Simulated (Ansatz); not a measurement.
# GeH2ClO (SMILES [O][GeH2][Cl]): methods side by side

GeH2ClO has 5 atoms, charge 0, and is taken as a doublet. As SMILES, `[O][GeH2][Cl]`. Geometry: optimised at wB97X-V/def2-SVP.

| atom | x (Å) | y (Å) | z (Å) |
| --- | --- | --- | --- |
| O | -0.2737 | -0.5918 | 1.6273 |
| Ge | 0.1245 | -0.0804 | -0.0374 |
| Cl | -1.3520 | 1.2934 | -0.7787 |
| H | 0.0855 | -1.3433 | -0.8973 |
| H | 1.4655 | 0.6483 | 0.0447 |

Each level gives the dissociation energy of the Cl3–Ge2 bond into doublet Cl and singlet GeH2O (shapes relaxed at wB97X-V/def2-SVP, no zero-point term) (eV). The values are calculated.

```
               level                    kind  program  value (eV)  CPU time (all runs)
      UHF/def2-TZVPP            Hartree–Fock   Ansatz        2.98                 17 s
     UPBE/def2-TZVPP                     GGA   Ansatz        2.25                8.6 s
 U-r2SCAN/def2-TZVPP                meta-GGA   Ansatz        2.54                 16 s
   UB3LYP/def2-TZVPP           global hybrid   Ansatz        2.25                 13 s
 UPBE0-D4/def2-TZVPP           global hybrid   Ansatz        2.56                 14 s
U-wB97M-V/def2-TZVPP  range-separated hybrid   Ansatz        2.49                 36 s
     UMP2/def2-TZVPP     perturbation theory   Ansatz        2.01                 13 s
```

All-electron rows without a relativistic Hamiltonian named are non-relativistic. The values span 2.01 to 2.98 eV. A fragment with an even electron count was run as a singlet and may have a lower triplet. Measured bond enthalpies also hold zero-point and thermal terms, a few tenths of an eV less. In the correlated wave-function rows the outer d shell of Ge is correlated, in sets not made for it. Times are those of the runs behind each value, whatever else they computed, on shared processors of several kinds: orders of magnitude only.
